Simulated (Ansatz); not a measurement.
CrF2O2, singlet, at a GFN2-xTB geometry (such geometries of metal compounds can be far from the true shape); WB97M-V/def2-SVPD (Ansatz, an electronic-structure program).

The Ansatz input:
Ansatz 0.2 input:
```yaml
crystal:
  periodic: [false, false, false]
  atoms:
    - {symbol: Cr, position_ang: [0.05209847, -0.00918190, 0.01711959]}
    - {symbol: O, position_ang: [1.23511899, -0.33445517, -0.92728600]}
    - {symbol: O, position_ang: [0.50205912, 0.02829272, 1.49812372]}
    - {symbol: F, position_ang: [-0.56708148, 1.48699299, -0.39379254]}
    - {symbol: F, position_ang: [-1.11600608, -1.19036352, -0.15927100]}
basis:
  gaussian:
    orbitals: def2-SVPD
hamiltonian:
  xc: {name: wB97M-V}
```

Q: Predict the main parts of the log of this Ansatz run.

A: 
```
Functional definition: wB97M-V
1199 factors; their error is unknown
331 factors; integrals over basis functions are off by at most 1.7e-5 eV
mean field evaluation 1: about -37909.5547 eV, gradient 1.2e2 eV
mean field evaluation 2: about -37513.9058 eV, gradient 4.3e2 eV
mean field evaluation 4: about -37933.8437 eV, gradient 3.0e1 eV
mean field evaluation 8: about -37935.2308 eV, gradient 1.1e0 eV
mean field evaluation 16: about -37935.3502 eV, gradient 4.6e-3 eV
mean field -37935.35017830 eV, -1394.0984055486 hartree, gradient 4.2e-5 eV, S^2 0.000000; 0 other end points of the search recorded, 0 dependent functions left out
reference -37935.35024109 eV, -1394.0984078560 hartree; 29, 29 occupied and 97, 97 virtual orbitals, 1199 factors
Total energy: -37935.35024109 eV, -1394.0984078560 hartree
```
